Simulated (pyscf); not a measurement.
PySCF, gas phase, ωB97X-D3(BJ)/def2-SVP geometries. Correlated levels are frozen-core, on RHF or UHF. ΔMP2 is the change of the MP2 total energy from the triple- to the quadruple-zeta basis. Singlets are restricted, triplets unrestricted.

Singlet (Å):
```xyz
4

N      0.1852    -0.0361    -0.6832
Al    -0.2230    -0.0916    -2.4361
H      0.2436     0.8042    -0.1095
H      0.3981    -0.8395    -0.0933
```

Triplet (Å):
```xyz
4

N     -1.2173    -0.5032    -0.1097
Al    -0.7438     0.3129     1.3985
H     -0.7732    -1.3406    -0.4709
H     -1.9671    -0.1919    -0.7179
```

For these two minima of H₂N–Al (SMILES [NH2][Al]), which spin state lies lower at CCSD(T)/def2-TZVPP + ΔMP2(QZVPP), and by how much (electronic energies)?

The singlet, by 2.55 eV. Zero-point energy shifts E(triplet) − E(singlet) by +0.02 eV. Other isomers of H₂N–Al [singlet] were not searched in full and may lie lower. 

E(triplet) − E(singlet) by level (eV):

| level | gap |
|---|---|
| ωB97X-D3(BJ)/def2-TZVP | +2.61 |
| PBE/def2-TZVP | +2.43 |
| r²SCAN/def2-TZVP | +2.20 |
| B3LYP-D3(BJ)/def2-TZVP | +2.61 |
| PBE0-D3(BJ)/def2-TZVP | +2.37 |
| M06-2X/def2-TZVP | +2.63 |
| ωB97M-D3(BJ)/def2-TZVP | +2.90 |
| HF/def2-TZVP | +1.69 |
| MP2/def2-QZVPP | +2.36 |
| CCSD/def2-TZVPP | +2.50 |
| CCSD(T)/def2-TZVPP | +2.52 |
| CCSD(T)/def2-TZVPP + ΔMP2(QZVPP) | +2.55 |

The triplet is the lowest one reached from the SCF start used. The CCSD(T) − MP2 part came from Ansatz, without density fitting, on the same reference.
